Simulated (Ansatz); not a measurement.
System: sum formula HSeF$_{2}$, net charge 1, singlet state. It need not be the lowest isomer of its formula. 
Geometry from a B3LYP-D3(BJ)/def2-TZVP (Ansatz, a program for electronic structure) optimisation:
SMILES: F[SeH+]F
```xyz
4

Se     0.1868    -0.1089     0.2988
F      0.3436     1.2801    -0.6379
F     -0.9574    -0.9233    -0.6279
H     -0.8249     0.4927     1.2337
```
Charge +1, spin multiplicity 1.

Parts of the frozen-core correlation energy in STO-3G (Ansatz, hartree). Frozen orbitals: 16; correlated occupied orbitals by spin: 10 and 10; virtual: 3 and 3. No spin-orbit coupling. No relativistic terms.

| term | value |
|---|---|
| reference (HF) | -2569.84787 |
| MP2 opposite-spin | -0.06813 |
| MP2 same-spin | -0.00697 |
| CCSD correlation | -0.10531 |
| (T) | -0.00344 |
| FCI minus CCSD(T) | -0.00157 |
| T1 diagnostic | 0.016 |
| largest doubles amplitude | 0.070 |
